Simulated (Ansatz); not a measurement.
```yaml
crystal:
  periodic: [false, false, false]
  atoms:
    - {symbol: F, position_ang: [2.824867, -0.469516, 1.226805]}
    - {symbol: Si, position_ang: [2.454830, -0.109917, -0.263813]}
    - {symbol: F, position_ang: [3.011874, -1.251037, -1.194466]}
    - {symbol: F, position_ang: [3.184777, 1.233792, -0.638103]}
    - {symbol: Sn, position_ang: [-0.083666, 0.118933, -0.496432]}
    - {symbol: Cl, position_ang: [-0.456090, 0.662166, -2.734934]}
    - {symbol: Si, position_ang: [-1.046690, 2.072280, 0.847972]}
    - {symbol: F, position_ang: [-0.834463, 1.816284, 2.389926]}
    - {symbol: F, position_ang: [-2.590702, 2.236593, 0.587924]}
    - {symbol: F, position_ang: [-0.335614, 3.426379, 0.474851]}
    - {symbol: Si, position_ang: [-1.333603, -2.081386, -0.113508]}
    - {symbol: F, position_ang: [-1.148645, -2.548311, 1.381819]}
    - {symbol: F, position_ang: [-0.784495, -3.219547, -1.052420]}
    - {symbol: F, position_ang: [-2.875180, -1.915914, -0.386720]}
basis:
  gaussian: {orbitals: def2-mTZVPP}
magnetization: {spin_polarized: false, initial_magnetization: 2}
hamiltonian: {xc: {name: HF}}
accuracy: high
scf: {lower_state_search: full}
output: {forces: true}
```

```sh
$ ansatz run in.yaml --threads 11 --pin off --events-out ev --progress --plain --max-ram 120832MiB --backend cuda --devices 0, --max-vram 75GiB
```

It prints (some lines left out):

```
Functional definition: HF
6956 factors; integrals over basis functions are off by at most 3.4e-7 eV
mean field evaluation 1: about -66263.0813 eV, gradient 7.3e1 eV
mean field evaluation 2: about -66263.1879 eV, gradient 7.4e1 eV
mean field evaluation 4: about -66273.1210 eV, gradient 7.1e0 eV
mean field evaluation 8: about -66273.3529 eV, gradient 7.2e-1 eV
mean field evaluation 16: about -66273.6780 eV, gradient 1.6e0 eV
mean field evaluation 32: about -66273.7513 eV, gradient 1.8e-4 eV
mean field evaluation 64: about -66273.7510 eV, gradient 5.0e-3 eV
mean field evaluation 352: about -66273.7510 eV, gradient 3.5e-3 eV
mean field evaluation 480: about -66273.4218 eV, gradient 1.9e-4 eV
mean field evaluation 832: about -66273.7511 eV, gradient 8.9e-4 eV
mean field -66273.75129557 eV, -2435.5154381503 hartree, gradient 1.5e-8 eV, S^2 2.000000; 12 other end points of the search recorded, 0 dependent functions left out
reference -66273.75129557 eV, -2435.5154381503 hartree; 82, 80 occupied and 278, 280 virtual orbitals, 6956 factors
Total energy: -66273.75129557 eV, -2435.5154381503 hartree
Atom 0 at     2.824867    -0.469516     1.226805 Å, force     0.285776     0.161503    -0.730183 eV/Å
Atom 1 at     2.454830    -0.109917    -0.263813 Å, force    -0.292535    -0.162886     0.414409 eV/Å
Atom 2 at     3.011874    -1.251037    -1.194466 Å, force     0.011929     0.415470     0.351966 eV/Å
Atom 3 at     3.184777     1.233792    -0.638103 Å, force    -0.057274    -0.498988     0.145014 eV/Å
Atom 4 at    -0.083666     0.118933    -0.496432 Å, force     1.048682    -1.240825     5.703784 eV/Å
Atom 5 at    -0.456090     0.662166    -2.734934 Å, force    -1.061307     1.442855    -6.160549 eV/Å
Atom 6 at    -1.046690     2.072280     0.847972 Å, force     0.129895    -0.424901     0.279834 eV/Å
Atom 7 at    -0.834463     1.816284     2.389926 Å, force    -0.273919     0.508185    -0.558968 eV/Å
Atom 8 at    -2.590702     2.236593     0.587924 Å, force     0.498971     0.114740     0.197498 eV/Å
Atom 9 at    -0.335614     3.426379     0.474851 Å, force    -0.334211    -0.328987     0.235393 eV/Å
Atom 10 at    -1.333603    -2.081386    -0.113508 Å, force     0.129900     0.030173     0.370921 eV/Å
Atom 11 at    -1.148645    -2.548311     1.381819 Å, force    -0.311562    -0.098385    -0.790793 eV/Å
Atom 12 at    -0.784495    -3.219547    -1.052420 Å, force    -0.305319     0.301891     0.404031 eV/Å
Atom 13 at    -2.875180    -1.915914    -0.386720 Å, force     0.530972    -0.219843     0.137644 eV/Å
Dipole moment:    -0.162449     0.184625    -0.867533 e Å
```

Run time 39 s (11 threads of an AMD EPYC 7R13 on a shared host and a whole NVIDIA H100 80 GB); peak host memory 2.2 GiB.
